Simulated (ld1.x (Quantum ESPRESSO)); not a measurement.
**calcium: excitation energies, all-electron against PAW**

| Property | Result |
| --- | --- |
| Element | calcium |
| Generator | ld1.x (Quantum ESPRESSO) 7.5 |
| Type | PAW |
| Functional | LDA (PZ) |
| Relativity | fully relativistic |
| Frozen core | [Ne] |
| Valence charge | 10 |
| Reference configuration | 3s2 3p6 3d0 4s1.75 4p0.25 |
| Partial waves | 3s (bound): rcut 1.55, rcutus 1.95 bohr; 4s (bound): rcut 1.55, rcutus 1.95 bohr; 3p (bound): rcut 1.90, rcutus 2.30 bohr; 4p (bound): rcut 1.90, rcutus 2.30 bohr; 3d (bound, empty): rcut 1.50, rcutus 1.90 bohr; 3d channel at 3.25 Ry: rcut 1.50, rcutus 1.90 bohr |
| Local potential | all-electron potential smoothed inside 1.90 bohr (lloc = -1) |
| Core correction | Bessel-smoothed model core, default radius (core density twice the valence density) |
| Augmentation charge | BESSEL, radius 1.15 bohr |

Open shells are filled in proportion to 2j + 1 (rel_dist='average').

Energies are relative to the spin-unpolarised reference configuration 3s2 3p6 3d0 4s1.75 4p0.25; without spin polarisation the order of configurations can differ from experiment.

```
  valence configuration  charge  ΔE all-electron (eV)  error AE − PS (meV)
    3s2 3p6 3d0 4s2 4p0       0                -0.610                 +0.1
    3s2 3p6 3d0 4s1 4p0      +1                 5.852                 +0.1
    3s2 3p6 3d0 4s0 4p0      +2                17.803                 +0.4
    3s2 3p6 3d0 4s0 4p2       0                 4.506                  +19
  3s2 3p6 3d0 4s1.5 4p0    +0.5                 1.956                 +0.1
3s2 3p6 3d0.5 4s1.5 4p0       0                 0.412                 +0.4
```

What are ΔE and the potential's error for 3s2 3p6 3d0 4s1 4p1?

ΔE = 1.881 eV all-electron; the error (AE − PS) is +1.6 meV.

Levels in the configuration 3s2 3p6 3d0 4s0 4p2:

```csv
level,all-electron (eV),pseudo (eV)
3s j=1/2,-49.429,-49.219
3p j=1/2,-30.805,-30.568
3p j=3/2,-30.413,-30.179
4p j=1/2,-2.443,-2.440
4p j=3/2,-2.419,-2.416
```

The ghost test of this file was not conclusive.
